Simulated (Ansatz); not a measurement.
Mulliken charges of CH$_{4}$AlNS, SMILES `[AlH2]/[N]=C\S` from ωB97M-V/def2-TZVPP in Ansatz (PBE0-D4/def2-TZVP geometry).

```tsv
atom	x (Å)	y (Å)	z (Å)	charge (e)
Al1	-0.191	1.925	-0.485	0.368
N2	-0.229	0.225	-0.076	-0.319
C3	-0.177	-0.976	0.218	0.030
S4	1.344	-1.842	0.503	-0.053
H5	-0.125	2.306	-2.016	-0.117
H6	-0.258	2.963	0.704	-0.117
H7	-1.060	-1.620	0.331	0.107
H8	0.788	-3.036	0.765	0.101
```

Task: By hand: the dipole of these point charges (1 e Å = 4.8032 D).

Result: Σ q r = (-0.063, -0.391, 0.092) e Å, of length 0.407 e Å = 1.95 D.

Task: How does the dipole of the full density compare? (An estimate is asked.)

Result: The calculation gave: (-0.151, -0.364, 0.081) e Å, 1.93 D; the point charges give 1.01 times that, at 13° from its direction.

Point charges leave out the atoms' own dipoles, such as those of lone pairs, and Mulliken's split depends on the basis, so the close match here is no proof of good charges.
